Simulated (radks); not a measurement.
The calcium ion Ca2+, configuration [Ne] 3s1.75 3p6 4p0.25 (fractional occupations, a model configuration).

Calculated with a radial shooting solver on a logarithmic mesh with Libxc functionals: scalar-relativistic Kohn-Sham, r2SCAN, spin-polarised, spherical densities, finite nucleus; open shells are filled with parallel spins first; meta-GGA in the generalised Kohn-Sham scheme; Fermi nuclear charge, rms radius 3.4776 fm.

Energy parts (Ry):
total: -1358.73478
kinetic: 1368.08234
electron-nucleus: -3203.30643
Hartree: 547.92956
exchange-correlation: -71.44025

Orbitals (lengths in bohr, moments of r in powers of bohr):
| orbital | occ. | eigenvalue (Ry) | <1/r> |
|---|---|---|---|
| 1s up | 1 | -292.9808 | 19.74 |
| 1s down | 1 | -292.9726 | 19.74 |
| 2s up | 1 | -32.30724 | 4.065 |
| 2s down | 1 | -32.30160 | 4.065 |
| 2p up | 3 | -26.28464 | 3.953 |
| 2p down | 3 | -26.27692 | 3.953 |
| 3s up | 1 | -4.88610 | 1.216 |
| 3s down | 0.75 | -4.84931 | 1.212 |
| 3p up | 3 | -3.39960 | 1.093 |
| 3p down | 3 | -3.36573 | 1.090 |
| 4p up | 0.25 | -0.83718 | 0.3260 |

The highest occupied level is 4p up at -11.390 eV. The density falls to 0.001 e/bohr^3 at r = 3.20 bohr.
